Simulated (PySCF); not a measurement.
Si(H)2(Me)(NHMe) (C₂H₉NSi), SMILES CN[SiH2]C.

Geometry: B3LYP-D3(BJ)/def2-SVP. The values are those of a single conformer.

The numbers are results of B3LYP-D3(BJ)/def2-SVP (PySCF 2.14.0), not measurements.

Frequencies are harmonic and unscaled.

| mode | ν (cm⁻¹) | IR (km/mol) | Raman (Å⁴/amu) | depolarisation | moving atoms (share of kinetic energy) |
|---|---|---|---|---|---|
| 1 | 77 | 0.9 | 0.6 | 0.73 | H 57 %, C 31 % |
| 2 | 116 | 2.3 | 0.4 | 0.69 | H 82 %, N 11 % |
| 3 | 159 | 0.0 | 0.1 | 0.73 | H 84 %, C 13 % |
| 4 | 204 | 4.1 | 0.7 | 0.65 | H 39 %, C 28 %, N 25 %, Si 8 % |
| 5 | 305 | 2.5 | 0.9 | 0.69 | H 43 %, N 27 %, Si 19 %, C 12 % |
| 6 | 434 | 91.1 | 2.5 | 0.55 | H 80 %, N 14 % |
| 7 | 506 | 10.7 | 1.5 | 0.74 | H 91 % |
| 8 | 663 | 5.9 | 13.1 | 0.17 | C 43 %, H 30 %, Si 17 %, N 11 % |
| 9 | 709 | 17.4 | 11.1 | 0.74 | H 67 %, Si 16 %, C 15 % |
| 10 | 748 | 35.4 | 12.1 | 0.41 | H 71 %, C 13 %, Si 11 % |
| 11 | 788 | 41.6 | 6.6 | 0.64 | H 43 %, N 25 %, Si 21 %, C 11 % |
| 12 | 878 | 50.8 | 7.6 | 0.72 | H 77 %, C 16 % |
| 13 | 943 | 256.9 | 10.0 | 0.75 | H 80 %, Si 13 % |
| 14 | 970 | 159.9 | 15.5 | 0.73 | H 92 % |
| 15 | 1098 | 9.5 | 2.8 | 0.73 | H 82 %, C 12 % |
| 16 | 1140 | 2.2 | 2.3 | 0.42 | H 75 %, C 19 % |
| 17 | 1152 | 96.5 | 2.8 | 0.75 | N 46 %, C 34 %, H 18 % |
| 18 | 1269 | 26.1 | 0.7 | 0.34 | H 78 %, C 21 % |
| 19 | 1397 | 34.3 | 0.6 | 0.14 | H 69 %, N 21 %, C 10 % |
| 20 | 1432 | 3.9 | 14.1 | 0.75 | H 95 % |
| 21 | 1438 | 0.7 | 11.4 | 0.75 | H 95 % |
| 22 | 1455 | 5.4 | 8.2 | 0.65 | H 88 %, C 11 % |
| 23 | 1469 | 11.3 | 19.8 | 0.70 | H 94 % |
| 24 | 1496 | 4.2 | 25.4 | 0.71 | H 96 % |
| 25 | 2147 | 199.4 | 132.1 | 0.25 | H 97 % |
| 26 | 2215 | 143.6 | 135.4 | 0.22 | H 97 % |
| 27 | 2964 | 99.3 | 173.7 | 0.12 | H 96 % |
| 28 | 3029 | 2.7 | 125.2 | 0.01 | H 97 % |
| 29 | 3043 | 44.6 | 143.4 | 0.41 | H 92 %, C 8 % |
| 30 | 3091 | 26.6 | 53.9 | 0.74 | H 91 %, C 9 % |
| 31 | 3116 | 8.6 | 80.7 | 0.74 | H 91 %, C 9 % |
| 32 | 3127 | 6.8 | 82.7 | 0.75 | H 91 %, C 9 % |
| 33 | 3590 | 15.4 | 98.4 | 0.25 | H 93 % |
